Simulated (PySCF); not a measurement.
# Basis and Hamiltonian dependence of the ionisation energy of V⁺

V⁺ [Ar] 3d4 (5D) → V²⁺ [Ar] 3d3 (4F). Calculated with PySCF 2.14 from differences of total energies of unrestricted determinants, without spin-orbit coupling. Values in eV.

```csv
basis,Hamiltonian,functions,UHF,PBE,PBE0,MP2 (valence),CCSD(T) (valence),CCSD(T) (valence and next inner shell)
def2-SVP,non-relativistic,31,13.074,n/a,n/a,13.633,n/a,n/a
Sapporo-DKH3-DZP-2012,spin-free X2C,43,13.207,n/a,14.984,13.875,n/a,n/a
x2c-TZVPall,spin-free X2C,48,13.207,n/a,14.982,13.854,n/a,n/a
ANO-RCC-VTZP,spin-free X2C,59,13.159,15.310,14.961,13.915,14.013,14.443
aug-cc-pVDZ,non-relativistic,59,13.313,15.404,n/a,13.998,14.107,n/a
x2c-TZVPPall,spin-free X2C,64,13.177,15.327,14.980,13.923,14.026,14.484
def2-TZVPPD,non-relativistic,67,13.283,15.420,15.081,14.024,14.126,14.585
cc-pVTZ,non-relativistic,68,13.279,15.430,n/a,14.026,n/a,n/a
cc-pVTZ-DK,spin-free X2C,68,13.172,n/a,n/a,13.922,n/a,n/a
"x2c-TZVPPall with one added diffuse shell each of s, p, d, f type",spin-free X2C,80,13.176,15.327,14.979,13.924,14.027,14.485
x2c-QZVPPall,spin-free X2C,96,13.158,15.342,14.986,13.937,14.037,14.519
aug-cc-pwCVTZ-DK,spin-free X2C,127,13.163,15.338,14.984,13.952,n/a,n/a
aug-cc-pwCVTZ,non-relativistic,127,13.271,15.432,15.086,14.056,n/a,14.640
aug-cc-pwCVQZ,non-relativistic,185,13.266,n/a,n/a,n/a,n/a,n/a
```

Frozen in the all-electron rows: valence: [Ar]; valence and next inner shell: [Ne].

Non-relativistic rows lack the scalar-relativistic shift.

Between the lowest levels the reference is 14.634 ± 0.007 eV (measured; NIST Atomic Spectra Database, ionization energies); it includes spin-orbit coupling, which these numbers lack.
